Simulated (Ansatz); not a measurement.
Reactions of `S[SiH](Cl)CCl`.

Isolated molecules relaxed with PBE0-D4/def2-TZVP in Ansatz; ΔE leaves out vibrations. CCSD(T)/CBS is the MP2 limit (def2-TZVPP, def2-QZVPP) plus CCSD(T) − MP2 in def2-TZVPP, frozen cores. This one scheme is used for every species. Elements past krypton have def2 core potentials. For I, Sn outer-core shells are correlated without core-valence functions, which leaves a few kJ/mol of doubt a bond. One conformer a species, not always the lowest.

Order these by ΔE at CCSD(T)/CBS, lowest first. (Estimate.)
A. `S[SiH](Cl)CCl` + HI → `ClC[SiH](Cl)I` + H₂S
B. `S[SiH](Cl)CCl` + `O=CO[SiH3]` → `[SiH3]O[SiH](S)Cl` + `O=CCCl`
C. `S[SiH](Cl)CCl` + CH₄ → `C[SiH](S)CCl` + HCl
D. `S[SiH](Cl)CCl` + `[SnH3][I]` → `ClC[SiH](Cl)I` + `[SH][SnH3]`
E. `S[SiH](Cl)CCl` + CH₄ → `C[SiH](S)Cl` + `CCl`

B (-0.84 eV), A (-0.27 eV), E (-0.04 eV), D (+0.33 eV), C (+1.05 eV).

Largest T1 diagnostic: 0.016, for `O=CO[SiH3]`.
